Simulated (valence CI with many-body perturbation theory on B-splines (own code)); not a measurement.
**K13+: magnetic and hyperfine properties of the levels**

Calculated by configuration interaction combined with many-body perturbation theory (CI+MBPT): four valence electrons over a frozen Dirac-Fock core [He], radial functions for each j: 11 s, 11 p, 9 d, 7 f, 5 g, 2 h, 1 i, with the one-electron correlation potential Σ1 (screened to all orders), the two-electron term Σ2, the three-electron term Σ3, Breit, model QED; selected single and double excitations, second order for the rest (own B-spline code, finite nucleus).

No measured spectrum was set against this ion. As an estimate, levels of excited configurations hold to 0.05 to 0.15 % of their energy, terms of the ground configuration to about 0.5 %.

A/g_I is the dipole constant over the nuclear g factor μ/I (μ in nuclear magnetons, uniformly magnetised nucleus), B/Q the quadrupole constant per barn. Both hold the static response of the core; the bare values leave it out. Large factors of s and p1/2 electrons are usually good to 5 to 10 %; those of open d and f shells near neutrality can be off by tens of per cent, and small factors of p3/2, d and f electrons come from cancelling terms and can be off by a factor of two or in sign, in half-filled shells by more. B is blank for J = 1/2, where it vanishes, and for nearly pure S terms. Energies count from the lowest level. Levels with J = 0 are left out.

Names give the largest LS component (configuration and term), which can be under half, so a name can repeat, a term be missing and a line seem to break the LS rules; names also repeat where a configuration has a term twice. Letters in brackets count levels of one name in rising energy.

```tsv
Level	E (× 10³ cm⁻¹)	g	A/g_I (MHz)	A/g_I bare	B/Q (MHz/b)	B/Q bare
2s2.2p2 3P_1	13.24	1.499	-507	726	8930	8990
2s2.2p2 3P_2	28.23	1.479	13200	14300	-16100	-16200
2s2.2p2 1D_2	96.06	1.018	16800	16900	33700	33900
2s.2p3 5S°_2	250.55	1.998	40700	41500		
2s.2p3 3D°_2	458.81	1.179	26300	26000	12100	12200
2s.2p3 3D°_1	459.53	0.523	-26400	-25400	6270	6310
2s.2p3 3D°_3	461.01	1.332	42800	42200	-113	-121
2s.2p3 3P°_1	538.24	1.478	59000	58100	-6420	-6460
2s.2p3 3P°_2	540.14	1.483	46800	46100	-11900	-12000
2s.2p3 1D°_2	676.85	1.003	19300	19300	-550	-536
2s.2p3 3S°_1	678.10	1.958	-40000	-35000		
2s.2p3 1P°_1	755.55	1.036	14300	14600	390	384
2p4 3P_2	1030.3	1.486	7950	9860	16000	16100
2p4 3P_1	1050.8	1.499	-2540	-460	-8560	-8610
2p4 1D_2	1109.1	1.011	19500	19500	-33400	-33700
2s2.2p.3s 3P°_1	3597.3	1.438	44800	44000	-5940	-5980
2s2.2p.3s 3P°_2	3621.5	1.499	18900	19200	18500	18700
2s2.2p.3s 1P°_1	3638.7	1.059	5970	6880	15200	15300
2s2.2p.3p 3D_1 [a]	3710.0	0.769	31000	30500	-3330	-3350
2s2.2p.3p 3D_1 [b]	3728.4	0.922	2470	2200	1350	1360
2s2.2p.3p 3D_2	3729.9	1.173	14200	14300	7300	7340
2s2.2p.3p 3D_3	3750.1	1.333	6910	7420	23500	23600
2s2.2p.3p 3S_1	3753.7	1.632	-298	897	-1150	-1150
2s2.2p.3p 3P_1	3765.8	1.675	10400	11300	5690	5720
2s2.2p.3p 3P_2	3770.6	1.468	11400	12000	-5720	-5750
2s2.2p.3p 1D_2	3806.4	1.023	10700	10800	21200	21300
2s.2p2.3s 5P_1	3845.9	2.495	74900	74200	-1850	-1860
2s.2p2.3s 5P_2	3856.4	1.831	43700	43500	18700	18800
2s2.2p.3d 3F°_2	3856.5	0.751	14400	14000	3340	3380
2s2.2p.3d 3F°_3	3869.0	1.096	8290	8280	6910	6980
2s.2p2.3s 5P_3	3869.6	1.664	43900	43700	-18700	-18800
2s2.2p.3d 1D°_2	3874.4	1.014	-2260	-2430	-9200	-9240
```

(1) Take the isotope of mass number 39, with I = 3/2, μ = 0.39147 μN and Q = 0.0603 b. What is the hyperfine structure of 2s.2p3 3D°_3?

## Answers

(1) From the table A = 11200 MHz, B = -6.84 MHz. Shifts from the centre of gravity in MHz: F = 3/2: -67200, F = 5/2: -39200, F = 7/2: 3.42, F = 9/2: 50400.
